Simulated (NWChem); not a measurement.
Molecule: C3H6OS; SMILES C[C@@H]1OCS1

```xyz
11

C      0.3833     1.9134     0.2867
C     -0.0004     0.6729    -0.4684
O     -1.2670     0.1660    -0.0901
C     -0.9060    -1.1559     0.2239
S      0.8941    -0.8822    -0.0096
H      1.3900     2.2479    -0.0067
H      0.3693     1.7243     1.3692
H     -0.3301     2.7205     0.0539
H      0.0498     0.8418    -1.5606
H     -1.1878    -1.4385     1.2527
H     -1.3224    -1.8921    -0.4873
```
Atoms are numbered in this order, from 1.

Results from NWChem. The geometry was optimised at PBE0/def2-SVP. B3LYP is NWChem's, with the RPA form of VWN correlation. Total energies of different functionals are on different scales.

```tsv
level	energy (Ha)	highest occupied level (eV)	orbital gap (eV)	dipole (D)
PBE/def2-TZVP	-590.9841	-5.30	3.88	0.43
B3LYP/def2-TZVP	-591.4113	[?]	[?]	0.35
TPSSh/def2-TZVP	-591.4220	-5.92	5.08	0.43
CAM-B3LYP/def2-TZVP	-591.3088	-7.94	8.67	0.33
Hartree-Fock/def2-TZVP	-589.5317	-9.49	12.75	0.35
```

Question: Fill in the missing entries.

Answer: 
- B3LYP/def2-TZVP, highest occupied level (eV): -6.36
- B3LYP/def2-TZVP, orbital gap (eV): 5.69
